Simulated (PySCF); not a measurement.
A GIAO shielding run with PySCF 2.14.0 with density-fitted response routines (density fitting, non-relativistic, gas phase) on `InChI=1S/C4H13NSi/c1-3-5-6-4-2/h5H,3-4,6H2,1-2H3`:

```
$ OMP_NUM_THREADS=1 python probes_run.py task.json out

{"job": {"kind": "nmr", "xc": "PBE0", "basis": "pcSseg-1"}, "charge": 0, "multiplicity": 1}
C      2.992796    -0.152899     0.538250
C      2.170504     0.463517    -0.591214
N      0.846542    -0.096767    -0.704808
Si    -0.467944     0.453980     0.253346
C     -1.974035    -0.579057    -0.256579
C     -3.241090    -0.097436     0.434039
H      3.971641     0.316099     0.593704
H      3.127194    -1.219739     0.371431
H      2.479799    -0.012566     1.485923
H      2.055565     1.533905    -0.413968
H      2.699096     0.328122    -1.542246
H      0.881531    -1.074854    -0.952359
H     -0.637228     1.872743    -0.083249
H     -0.295136     0.349058     1.716896
H     -2.116054    -0.526698    -1.336384
H     -1.819820    -1.631583    -0.013838
H     -4.106354    -0.685554     0.130340
H     -3.140934    -0.174812     1.514398
H     -3.435878     0.943794     0.188743
```

Hardware: 1 thread of an Intel Xeon 6975P-C, shared host. The job also computes population analyses, field gradients.

(1) How large is the calculation?

(2) How long does it take, and how much memory does it need?

Answers

(1) 58 electrons, 174 basis functions and 919 auxiliary functions.

(2) 17 s of wall time, with 12 SCF cycles and 4 response iterations; peak memory 0.79 GiB. Times on a shared host scatter by some tens of per cent.
